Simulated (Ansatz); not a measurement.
Consider the substitution at a C–O bond: `CO[SiH2]B(O)F` + `CO[SiH](O)Br` → `CO[SiH](Br)OC` + `O[SiH2]B(O)F`.

Gas-phase electronic energies from Ansatz, PBE0-D4/def2-TZVP geometries. CCSD(T)/CBS is the MP2 limit (def2-TZVPP, def2-QZVPP) plus CCSD(T) − MP2 in def2-TZVPP, frozen cores. Functionals use def2-TZVPP. For Br outer-core shells are correlated without core-valence functions, which leaves a few kJ/mol of doubt a bond. Scalar relativity is left out up to krypton. One conformer a species, not always the lowest.

| level | ΔE (eV) |
| --- | --- |
| r2SCAN-D4 | 0.15 |
| CCSD/CBS(def2) | 0.12 |

Task: What does CCSD(T)/CBS give? (Estimate.)

Result: The calculation gave: +0.13 eV. The listed levels differ from it by 0.02, -0.01 eV.

Largest T1 diagnostic among the species: 0.013.

In def2-TZVPP, CCSD(T) changes the Hartree–Fock value by +0.04 eV (the triples alone add +0.01 eV) and MP2 by +0.05 eV.
